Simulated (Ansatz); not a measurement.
Cartesian coordinates (Å):
```xyz
6

C     -0.9837    -0.0061    -0.1270
C      0.1323    -0.7486    -0.0741
C      1.3719    -0.1047     0.0001
N      2.4660     0.3075     0.0638
H     -1.0099     1.0956    -0.1162
H     -1.9712    -0.4719    -0.1865
```
Charge -1, spin multiplicity 1.

Method: frozen-core CCSD(T)/aug-cc-pVTZ // PBE0-D4/def2-TZVPD run with Ansatz (an electronic-structure program). The restricted HF reference is unstable towards unrestricted orbitals.

The HF energy comes out as -169.21023 Ha and the MP2 correlation energy is -0.67854 Ha.

Problem. Estimate the CCSD correlation energy, the (T) correction, the total energy and the T1 diagnostic.

Solution. 
- CCSD correlation energy = -0.68616 Ha
- (T) correction = -0.03945 Ha
- CCSD(T) total energy = -169.93584 Ha
- T1 diagnostic = 0.016
